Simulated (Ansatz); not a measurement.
Born–Oppenheimer molecular dynamics of AlH$_{7}$OSSi$_{2}$ (12 atoms, charge 0, multiplicity 1). It starts from a relaxed structure.

Computed with RKS PBE0/STO-3G in Ansatz 0.2.0.

- ensemble: NVT, Nosé–Hoover chain
- time step: 0.5 fs
- steps asked: 199
- set temperature: 400 K
- thermostat: time constant 300 fs, chain length 3
- seed: 412357

Frames 1 fs apart, positions in Å, forces in eV/Å.

Velocities at 15.0 fs (Å/ps):

```
Al -0.18 0.85 1.46
Si 1.05 -0.29 0.15
S -1.34 0.52 -1.83
O 1.96 -2.78 -4.77
Si -0.74 3.50 1.61
H -13.34 -15.96 -0.21
H 12.42 -13.14 0.86
H -25.77 -9.47 -3.94
H 26.89 8.37 22.50
H -14.19 -24.39 3.12
H 15.75 -26.90 23.10
H 5.85 -3.22 0.33
```

```xyz
12
Properties=species:S:1:pos:R:3:forces:R:3 time_fs=15.0 energy_less_start_eV=0.182 T=260
Al -1.258 1.923 1.377 -0.59 0.33 0.72
Si 0.031 0.188 0.689 0.28 -1.15 0.31
S 2.141 0.522 0.668 -0.04 0.51 0.10
O -0.489 -0.236 -0.891 0.14 -1.22 -0.19
Si 0.126 -1.758 -1.477 -0.40 0.91 -1.11
H -2.438 1.858 2.338 0.36 -0.21 -0.37
H -0.808 3.262 0.943 0.08 0.54 -0.21
H -0.060 -1.014 1.545 -0.04 0.37 -0.32
H 2.028 1.864 0.461 0.11 -0.30 -0.03
H -0.638 -1.976 -2.743 0.65 0.04 0.99
H 1.551 -1.602 -1.798 -0.48 -0.22 0.11
H -0.029 -2.932 -0.621 -0.06 0.39 0.01
12
Properties=species:S:1:pos:R:3:forces:R:3 time_fs=16.0 energy_less_start_eV=0.187 T=257
Al -1.258 1.924 1.379 -0.71 0.11 0.79
Si 0.032 0.188 0.689 0.10 -1.16 0.23
S 2.139 0.522 0.666 0.09 0.43 0.13
O -0.487 -0.239 -0.896 0.13 -1.00 -0.05
Si 0.125 -1.754 -1.476 -0.23 0.45 -1.12
H -2.449 1.841 2.336 0.48 -0.14 -0.46
H -0.795 3.252 0.943 0.09 0.69 -0.21
H -0.086 -1.022 1.540 0.06 0.46 -0.36
H 2.055 1.871 0.483 0.00 -0.33 -0.03
H -0.648 -2.001 -2.735 0.75 0.15 1.01
H 1.564 -1.629 -1.774 -0.65 -0.12 0.04
H -0.023 -2.933 -0.621 -0.12 0.47 0.02
12
Properties=species:S:1:pos:R:3:forces:R:3 time_fs=17.0 energy_less_start_eV=0.178 T=264
Al -1.259 1.925 1.381 -0.67 0.03 0.73
Si 0.034 0.187 0.690 -0.08 -1.07 0.09
S 2.138 0.523 0.665 0.22 0.29 0.17
O -0.485 -0.243 -0.901 0.12 -0.75 0.10
Si 0.124 -1.750 -1.474 -0.04 0.06 -0.94
H -2.456 1.823 2.329 0.50 -0.08 -0.47
H -0.781 3.248 0.940 0.05 0.68 -0.17
H -0.111 -1.025 1.531 0.16 0.45 -0.32
H 2.082 1.874 0.505 -0.11 -0.29 -0.03
H -0.652 -2.023 -2.717 0.71 0.22 0.83
H 1.571 -1.659 -1.750 -0.69 -0.01 -0.05
H -0.019 -2.930 -0.620 -0.17 0.48 0.07
12
Properties=species:S:1:pos:R:3:forces:R:3 time_fs=18.0 energy_less_start_eV=0.162 T=276
Al -1.259 1.926 1.383 -0.47 0.11 0.54
Si 0.035 0.185 0.690 -0.23 -0.87 -0.12
S 2.137 0.524 0.663 0.34 0.08 0.20
O -0.483 -0.247 -0.906 0.09 -0.48 0.26
Si 0.123 -1.747 -1.474 0.17 -0.25 -0.58
H -2.458 1.804 2.318 0.42 -0.03 -0.39
H -0.767 3.251 0.937 -0.05 0.52 -0.07
H -0.135 -1.024 1.519 0.24 0.35 -0.22
H 2.109 1.875 0.527 -0.22 -0.19 -0.04
H -0.649 -2.044 -2.692 0.54 0.23 0.45
H 1.572 -1.688 -1.727 -0.60 0.10 -0.16
H -0.016 -2.922 -0.619 -0.23 0.43 0.15
12
Properties=species:S:1:pos:R:3:forces:R:3 time_fs=19.0 energy_less_start_eV=0.162 T=276
Al -1.260 1.927 1.385 -0.14 0.28 0.24
Si 0.036 0.184 0.690 -0.36 -0.60 -0.36
S 2.136 0.525 0.661 0.45 -0.14 0.23
O -0.480 -0.252 -0.910 0.06 -0.18 0.41
Si 0.122 -1.743 -1.473 0.38 -0.47 -0.10
H -2.457 1.785 2.304 0.25 0.01 -0.25
H -0.754 3.258 0.932 -0.17 0.27 0.05
H -0.156 -1.020 1.505 0.29 0.16 -0.07
H 2.133 1.875 0.548 -0.32 -0.06 -0.05
H -0.641 -2.062 -2.663 0.27 0.19 -0.08
H 1.567 -1.716 -1.705 -0.40 0.21 -0.28
H -0.015 -2.910 -0.616 -0.29 0.34 0.26
12
Properties=species:S:1:pos:R:3:forces:R:3 time_fs=20.0 energy_less_start_eV=0.195 T=249
Al -1.261 1.928 1.388 0.25 0.49 -0.10
Si 0.037 0.182 0.690 -0.47 -0.28 -0.63
S 2.135 0.526 0.660 0.54 -0.35 0.25
O -0.478 -0.256 -0.915 0.01 0.13 0.55
Si 0.122 -1.739 -1.473 0.55 -0.61 0.42
H -2.453 1.765 2.287 0.01 0.03 -0.06
H -0.742 3.268 0.928 -0.31 0.00 0.17
H -0.175 -1.014 1.490 0.32 -0.07 0.11
H 2.154 1.873 0.569 -0.40 0.06 -0.06
H -0.631 -2.079 -2.634 -0.06 0.10 -0.66
H 1.558 -1.742 -1.686 -0.12 0.29 -0.39
H -0.018 -2.895 -0.611 -0.34 0.21 0.38
12
Properties=species:S:1:pos:R:3:forces:R:3 time_fs=21.0 energy_less_start_eV=0.256 T=203
Al -1.262 1.929 1.390 0.63 0.66 -0.43
Si 0.037 0.180 0.690 -0.55 0.03 -0.86
S 2.134 0.526 0.658 0.62 -0.51 0.26
O -0.476 -0.261 -0.919 -0.04 0.44 0.68
Si 0.121 -1.736 -1.472 0.65 -0.73 0.84
H -2.449 1.746 2.269 -0.24 0.04 0.14
H -0.733 3.278 0.926 -0.42 -0.23 0.28
H -0.191 -1.009 1.476 0.34 -0.29 0.28
H 2.171 1.873 0.590 -0.46 0.15 -0.06
H -0.621 -2.095 -2.611 -0.33 0.01 -1.13
H 1.548 -1.766 -1.671 0.17 0.36 -0.47
H -0.023 -2.878 -0.602 -0.37 0.09 0.47
12
Properties=species:S:1:pos:R:3:forces:R:3 time_fs=22.0 energy_less_start_eV=0.313 T=159
Al -1.263 1.931 1.393 0.92 0.74 -0.68
Si 0.038 0.178 0.690 -0.61 0.26 -1.03
S 2.133 0.527 0.657 0.67 -0.59 0.25
O -0.474 -0.265 -0.922 -0.09 0.74 0.79
Si 0.121 -1.733 -1.471 0.63 -0.92 1.03
H -2.447 1.728 2.253 -0.44 0.04 0.29
H -0.728 3.286 0.926 -0.49 -0.38 0.35
H -0.203 -1.006 1.465 0.35 -0.44 0.40
H 2.184 1.873 0.610 -0.51 0.17 -0.05
H -0.614 -2.110 -2.599 -0.46 -0.02 -1.34
H 1.539 -1.786 -1.660 0.42 0.39 -0.53
H -0.032 -2.860 -0.589 -0.39 0.01 0.52
12
Properties=species:S:1:pos:R:3:forces:R:3 time_fs=23.0 energy_less_start_eV=0.336 T=142
Al -1.263 1.933 1.394 1.05 0.70 -0.80
Si 0.038 0.177 0.689 -0.67 0.38 -1.11
S 2.133 0.527 0.655 0.71 -0.58 0.24
O -0.472 -0.269 -0.925 -0.14 1.02 0.88
Si 0.121 -1.730 -1.470 0.49 -1.23 0.91
H -2.449 1.709 2.239 -0.54 0.06 0.36
H -0.727 3.290 0.930 -0.51 -0.41 0.38
H -0.212 -1.008 1.458 0.36 -0.49 0.44
H 2.192 1.875 0.629 -0.54 0.12 -0.04
H -0.611 -2.126 -2.600 -0.39 0.04 -1.21
H 1.535 -1.802 -1.654 0.54 0.41 -0.54
H -0.045 -2.841 -0.571 -0.37 -0.01 0.50
12
Properties=species:S:1:pos:R:3:forces:R:3 time_fs=24.0 energy_less_start_eV=0.322 T=152
Al -1.263 1.935 1.396 0.98 0.53 -0.78
Si 0.038 0.175 0.688 -0.72 0.36 -1.08
S 2.132 0.527 0.654 0.73 -0.50 0.23
O -0.470 -0.272 -0.928 -0.19 1.27 0.94
Si 0.121 -1.728 -1.468 0.30 -1.65 0.55
H -2.456 1.692 2.229 -0.49 0.09 0.34
H -0.732 3.291 0.937 -0.48 -0.33 0.36
H -0.217 -1.014 1.455 0.39 -0.40 0.39
H 2.195 1.879 0.648 -0.56 0.02 -0.04
H -0.612 -2.141 -2.612 -0.16 0.18 -0.80
H 1.535 -1.815 -1.653 0.51 0.41 -0.51
H -0.061 -2.823 -0.548 -0.32 0.02 0.39
12
Properties=species:S:1:pos:R:3:forces:R:3 time_fs=25.0 energy_less_start_eV=0.295 T=173
Al -1.263 1.937 1.398 0.74 0.23 -0.62
Si 0.038 0.173 0.687 -0.77 0.24 -0.96
S 2.132 0.527 0.653 0.73 -0.39 0.22
O -0.468 -0.274 -0.930 -0.22 1.47 0.97
Si 0.121 -1.726 -1.467 0.15 -2.09 0.10
H -2.468 1.675 2.222 -0.32 0.14 0.23
H -0.741 3.288 0.948 -0.39 -0.14 0.31
H -0.219 -1.024 1.456 0.41 -0.21 0.28
H 2.192 1.882 0.666 -0.56 -0.09 -0.04
H -0.614 -2.155 -2.632 0.13 0.36 -0.27
H 1.541 -1.823 -1.657 0.34 0.40 -0.44
H -0.081 -2.805 -0.521 -0.25 0.09 0.22
12
Properties=species:S:1:pos:R:3:forces:R:3 time_fs=26.0 energy_less_start_eV=0.278 T=186
Al -1.262 1.939 1.399 0.38 -0.15 -0.39
Si 0.038 0.172 0.685 -0.79 0.06 -0.79
S 2.133 0.527 0.652 0.71 -0.28 0.22
O -0.466 -0.276 -0.932 -0.25 1.63 0.97
Si 0.121 -1.725 -1.465 0.09 -2.47 -0.31
H -2.483 1.659 2.217 -0.08 0.20 0.07
H -0.754 3.284 0.962 -0.28 0.12 0.22
H -0.217 -1.037 1.459 0.44 0.02 0.13
H 2.184 1.885 0.684 -0.54 -0.18 -0.05
H -0.615 -2.165 -2.654 0.39 0.51 0.24
H 1.549 -1.828 -1.666 0.09 0.38 -0.34
H -0.102 -2.786 -0.493 -0.15 0.16 0.02
```

Of the whole run (100 fs, mean temperature of the second half 203 K): The conserved energy stayed within 0.14 meV per atom of its start (net change 0.062 meV per atom), so the integration is sound. The mean temperature of the second half is 49 % below the set value. A run of 0.1 ps of so small a system gives no equilibrium averages. Limits of this set-up: minimal basis.

Time of the run: 9.8 min on 1 thread of Intel(R) Xeon(R) Platinum 8488C (Sapphire Rapids) (shared host), peak memory 0.12 GiB.
